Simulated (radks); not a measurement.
Species: Eu+. Configuration: [Xe] 4f7.5 6s0.5 (fractional occupations, a model configuration).

All-electron calculation, scalar-relativistic Kohn-Sham, PBE, spin-polarised, spherical densities, point nucleus; open shells are filled with parallel spins first (spin-orbit coupling, left out, can overturn this in heavy ions). Program: a radial shooting solver on a logarithmic mesh with Libxc functionals.

Energy parts (Ry):
| part | energy |
|---|---|
| total | -21688.1680 |
| kinetic | 23237.0523 |
| electron-nucleus | -52856.7278 |
| Hartree | 8416.2418 |
| exchange-correlation | -484.7343 |

Orbitals (lengths in bohr, moments of r in powers of bohr; r(max) is where P^2 peaks; r(90%) holds 90 % of the orbital's charge):
orbital	occ.	eigenvalue (Ry)	r(90%)	<1/r>	<r^4>	r(max)
1s up	1	-3555.367	0.0403	70.24	1.225e-06	0.01420
1s down	1	-3555.367	0.0403	70.24	1.225e-06	0.01420
2s up	1	-583.9183	0.147	16.28	0.0001960	0.08055
2s down	1	-583.9159	0.147	16.28	0.0001960	0.08054
2p up	3	-520.2290	0.137	15.23	0.0001459	0.06513
2p down	3	-520.2273	0.137	15.23	0.0001459	0.06513
3s up	1	-128.6180	0.366	5.962	0.007650	0.2289
3s down	1	-128.4678	0.366	5.967	0.007626	0.2288
3p up	3	-108.8002	0.371	5.612	0.008016	0.2245
3p down	3	-108.6507	0.371	5.617	0.007984	0.2244
3d up	5	-82.30593	0.352	5.326	0.006438	0.1838
3d down	5	-82.19126	0.352	5.331	0.006400	0.1837
4s up	1	-25.77368	0.814	2.505	0.1909	0.5275
4s down	1	-25.40557	0.813	2.505	0.1907	0.5273
4p up	3	-19.26174	0.873	2.303	0.2513	0.5507
4p down	3	-18.89400	0.873	2.302	0.2514	0.5504
4d up	5	-10.19504	0.986	2.021	0.4069	0.5738
4d down	5	-9.82786	0.987	2.020	0.4107	0.5733
5s up	1	-3.62614	2.00	0.9559	6.982	1.234
5s down	1	-3.40986	2.04	0.9376	7.482	1.248
5p up	3	-2.09821	2.42	0.7967	14.81	1.408
5p down	3	-1.93390	2.48	0.7760	16.34	1.431
6s up	0.5	-0.59180	5.77	0.3174	470.4	3.431
6s down	0	-0.53015	5.85	0.3127	501.3	3.501
4f up	7	-0.51337	1.77	1.389	7.966	0.5955
4f down	0.5	-0.20458	2.31	1.283	49.71	0.5988

The highest occupied level is 4f down at -2.783 eV. The configuration is held as typed, so some empty levels lie below it. The density falls to 0.001 e/bohr^3 at r = 4.14 bohr.
